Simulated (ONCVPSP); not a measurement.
**iridium: one change to an ONCV potential, before and after**

```json
{
 "Element": "iridium",
 "Generator": "ONCVPSP 4.0.1",
 "Type": "optimised norm-conserving Vanderbilt (ONCV)",
 "Functional": "PBE",
 "Relativity": "fully relativistic",
 "Frozen core": "[Xe] 4f14",
 "Valence charge": "9",
 "Reference configuration": "5d7 6s0.5 (charge +1.5)",
 "Partial waves": "6s: rc 2.45 bohr, ncon 4, nbas 8, qcut 2.4 1/bohr, 3 projectors, debl 2.8 Ha; p scattering state at 0.14 Ha: rc 2.20 bohr, ncon 4, nbas 8, qcut 4 1/bohr, 2 projectors, debl 4 Ha; 5d: rc 2.25 bohr, ncon 4, nbas 8, qcut 6.9 1/bohr, 3 projectors, debl 2.2 Ha",
 "Local potential": "polynomial inside 1.50 bohr (lpopt 3, dvloc0 -1 Ha)",
 "Core correction": "Teter function, fcfact 5.5, rcfact 1.55"
}
```

Open shells are filled in proportion to 2j + 1.

In the p channel the program set the typed energies aside and used 0.050, 4.050 Ha (j = l + 1/2; the other j can differ).

All-electron outer shells of the reference configuration (PBE, scalar-relativistic, ld1.x):

```
shell  level (eV)  outermost node (bohr)  outermost maximum (bohr)
   5p      -67.62                   0.54                      1.01
   5d      -19.76                   0.59                      1.29
   6s      -17.45                   1.17                      2.30
```

Change: core correction none.

Cutoffs: the cutoffs (Ha) at which the residual kinetic energy of the hardest occupied pseudo-wave falls to 1 and 0.1 mHa per electron; they do not see the model core or the augmentation charge, which bear on the density cutoff. Errors are all-electron minus pseudo energies relative to the spin-unpolarised reference configuration.

Task: What does the change do?

Result: The potential gets neither clearly harder nor softer (16 Ha and 27 Ha → 16 Ha and 27 Ha); of the 4 tests that both files solve, the error grows in 0 and shrinks in 4 by more than 15 % and 0.3 meV (median size 68.3 → 10.4 meV); neither file shows a bound ghost.

| quantity | base | changed |
| --- | --- | --- |
| cutoff, loose | 16 Ha | 16 Ha |
| cutoff, tight | 27 Ha | 27 Ha |
| bound ghosts | none | none |
| GHOST(+) flags under 300 eV | p3/2 at 73.2 eV, p1/2 at 78.2 eV, s at 80.0 eV | p3/2 at 73.2 eV, p1/2 at 78.2 eV, s at 80.0 eV |
| error for 5d7 6s2, meV [ΔE -17.64 eV] | -138 | +32 |
| error for 5d7 6s1, meV [ΔE -7.75 eV] | -21 | +5.6 |
| error for 5d7 6s0, meV [ΔE 9.73 eV] | -27 | +8.4 |
| error for 5d8 6s1, meV [ΔE -17.98 eV] | -109 | +12 |
| s: phases at 2.49 bohr within 0.05 rad from the reference energy up to (Ha; the scan ends near 5) | 2.9 | 2.9 |
| p3/2: phases at 2.23 bohr within 0.05 rad from the reference energy up to (Ha; the scan ends near 5) | 2.2 | 2.2 |
| p1/2: phases at 2.23 bohr within 0.05 rad from the reference energy up to (Ha; the scan ends near 5) | 2.5 | 2.5 |
| d5/2: phases at 2.29 bohr within 0.05 rad from the reference energy up to (Ha; the scan ends near 5) | to the end of the scan | to the end of the scan |
| d3/2: phases at 2.29 bohr within 0.05 rad from the reference energy up to (Ha; the scan ends near 5) | to the end of the scan | to the end of the scan |
